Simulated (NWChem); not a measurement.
System: CH₄F₂OSi; SMILES O[SiH2]C(F)F

```xyz
9

O      0.5506     2.0607     0.2754
Si    -0.5643     0.8680    -0.1166
C      0.0861    -0.8706     0.4082
F     -0.8386    -1.8220     0.0397
F      1.2621    -1.1167    -0.2782
H      1.3974     2.0066    -0.2014
H     -0.8327     0.7655    -1.5931
H     -1.8061     1.1868     0.6536
H      0.3011    -1.0047     1.4958
```
Atoms are numbered in this order, from 1.

Results from NWChem. Pople sets run with spherical d functions. All runs use the structure optimised with PBE-D3(BJ)/def2-SVP. B3LYP is NWChem's, with the RPA form of VWN correlation. Atomic charges in e: unrestrained fits to the electrostatic potential beside Mulliken populations; buried atoms are poorly determined by the fit.

For level Hartree-Fock/6-31G*:

- ESP O1 = -0.71
- Mulliken O1 = -0.90
- ESP Si2 = 0.69
- Mulliken Si2 = 1.00
- Mulliken C3 = 0.44
- Mulliken F4 = -0.44
- Mulliken F5 = -0.45

Problem. Estimate the same quantities for level B3LYP/def2-SVP.

Solution. The ESP O1 is -0.60, the Mulliken O1 is -0.41 and the ESP Si2 comes out as 0.54. The Mulliken Si2 comes out as 0.61 and the Mulliken C3 is 0.26. The Mulliken F4 is -0.24. The Mulliken F5 is -0.25.
